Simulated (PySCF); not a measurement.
## TDDFT excited states: C6H14O2

2-butoxyethanol, C6H14O2.
Atom-mapped SMILES: `[CH3:1][CH2:2][CH2:3][CH2:4][O:5][CH2:6][CH2:7][OH:8]` (hydrogens: H9, H10, H11 on C1; H12, H13 on C2; H14, H15 on C3; H16, H17 on C4; H18, H19 on C6; H20, H21 on C7; H22 on O8)

Computed, not measured: TDDFT B3LYP/def2-SVPD, vertical, gas phase, core orbitals frozen in the response (PySCF 2.14.0, density-fitted response routines). One conformer (not necessarily the lowest) at the PBE0-D3(BJ)/def2-SVP geometry, without solvent, vibrations or thermal averaging.

Question: List the vertical singlet excitations with oscillator strengths and describe the spectrum.

Answer: 

```json
{"state": "S1", "E (eV)": "6.96", "E (kJ/mol)": "672", "λ (nm)": "178.1", "f": "0.0083", "main configurations (H = HOMO, L = LUMO)": "H→L (75%), H→L+1 (19%)"}
{"state": "S2", "E (eV)": "7.12", "E (kJ/mol)": "687", "λ (nm)": "174.1", "f": "0.015", "main configurations (H = HOMO, L = LUMO)": "H-1→L (39%), H-1→L+1 (39%), H→L+1 (12%)"}
{"state": "S3", "E (eV)": "7.27", "E (kJ/mol)": "701", "λ (nm)": "170.6", "f": "0.0011", "main configurations (H = HOMO, L = LUMO)": "H→L+1 (34%), H→L+2 (33%), H-1→L+1 (12%)"}
{"state": "S4", "E (eV)": "7.39", "E (kJ/mol)": "713", "λ (nm)": "167.7", "f": "0.0080", "main configurations (H = HOMO, L = LUMO)": "H→L+2 (48%), H→L+1 (24%), H-1→L+2 (14%)"}
{"state": "S5", "E (eV)": "7.40", "E (kJ/mol)": "714", "λ (nm)": "167.5", "f": "0.0078", "main configurations (H = HOMO, L = LUMO)": "H-1→L+2 (28%), H-1→L (27%), H-1→L+1 (15%)"}
{"state": "S6", "E (eV)": "7.56", "E (kJ/mol)": "730", "λ (nm)": "163.9", "f": "0.010", "main configurations (H = HOMO, L = LUMO)": "H-1→L+2 (45%), H-1→L (23%), H-1→L+1 (16%)"}
{"state": "S7", "E (eV)": "7.64", "E (kJ/mol)": "737", "λ (nm)": "162.4", "f": "0.030", "main configurations (H = HOMO, L = LUMO)": "H→L+3 (79%)"}
{"state": "S8", "E (eV)": "7.87", "E (kJ/mol)": "759", "λ (nm)": "157.6", "f": "0.045", "main configurations (H = HOMO, L = LUMO)": "H-1→L+3 (70%), H-1→L+1 (10%)"}
{"state": "S9", "E (eV)": "7.97", "E (kJ/mol)": "769", "λ (nm)": "155.5", "f": "0.016", "main configurations (H = HOMO, L = LUMO)": "H→L+4 (82%)"}
{"state": "S10", "E (eV)": "8.09", "E (kJ/mol)": "781", "λ (nm)": "153.2", "f": "0.012", "main configurations (H = HOMO, L = LUMO)": "H→L+5 (89%)"}
```

Triplets, Tamm–Dancoff:

```csv
state,E (eV),λ (nm),"main configurations (H = HOMO, L = LUMO)"
T1,6.84,181.1,"H→L (55%), H→L+1 (33%)"
T2,6.91,179.3,"H-1→L+1 (42%), H-1→L (30%), H→L (11%)"
T3,7.14,173.7,"H→L+2 (35%), H→L+1 (25%), H→L (14%)"
T4,7.28,170.4,"H-1→L (27%), H-1→L+2 (24%), H→L+2 (18%)"
```

The lowest singlet comes at 178 nm (672 kJ/mol) in the vacuum ultraviolet; it is weak; its leading configuration is HOMO→LUMO (75%). The most intense listed level is S8 at 7.87 eV (158 nm, f = 0.045), 0.91 eV above S1. S4/S5 lie within about 0.01 eV of each other. Löwdin shares by element: HOMO oxygen 57%, carbon 16% or more (atoms not listed hold the other 26%); LUMO carbon 42% or more (atoms not listed hold the other 58%). Weighted by f, the mean energy of these states is 7.65 eV. The listed states span 1.13 eV, and the widest gap between neighbours is 0.23 eV (S7 to S8). Orbital energies (eV): HOMO-3 -9.14, HOMO-2 -8.88, HOMO-1 -7.56, HOMO -7.46, LUMO 0.36, LUMO+1 0.68, LUMO+2 0.76. All these states lie below the vertical ionisation energy of 9.54 eV (ΔSCF). Singlets were solved by full linear response, triplets in the Tamm–Dancoff approximation.
